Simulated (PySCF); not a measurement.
**SeNI3: from structure and modes to constants**

Computed with PBE0 in PySCF with Se def2-SVP, N def2-SVP, I def2-SVP with ECP28; scalar-relativistic core potentials, no spin–orbit coupling; density-fitted integrals.

The singlet minimum has C3v symmetry. Masses (u): Se 79.91652, N 14.00307, I 126.90447.

```xyz
5
charge 0 multiplicity 1, angstrom
Se    0.0000   -0.8128   -0.5749
N     0.0000   -2.1159   -1.4966
I     2.0211   -0.4254    1.1284
I    -2.0211   -0.4254    1.1284
I     0.0000    1.5961   -1.7295
```

Harmonic wavenumbers (cm⁻¹): 59.2 (e, ×2), 81.9 (a1, ×1), 142.0 (e, ×2), 175.2 (a1, ×1), 235.3 (e, ×2), 1127.0 (a1, ×1).

(1) Find the principal moments of inertia and the rotational constants. What kind of rotor is it?

(2) What is the harmonic zero-point energy?

(3) Give the standard entropy (298.15 K, 1 bar) by its translational, rotational, vibrational and spin parts, and Cp.

## Answers

(1) About the centre of mass I = 1245.3, 1245.3, 2073.5 u Å². With B = 16.8576/I this gives 0.01354, 0.01354, 0.00813 cm⁻¹. The molecule is an oblate symmetric top.

(2) Half the sum of all 9 wavenumbers, 2257/2 = 1128 cm⁻¹, which is 13.5 kJ/mol (1 cm⁻¹ = 0.0119627 kJ/mol).

(3) Sackur–Tetrode with M = 474.63 u gives 185.7; rotation with symmetry number 3 gives 130.4; vibration 102.4; spin R ln 1 = 0.0. The total is 418.5 J/(mol K), and Cp = 4 R + 64.6 = 97.8 J/(mol K).

Other isomers or separated fragments may lie lower.
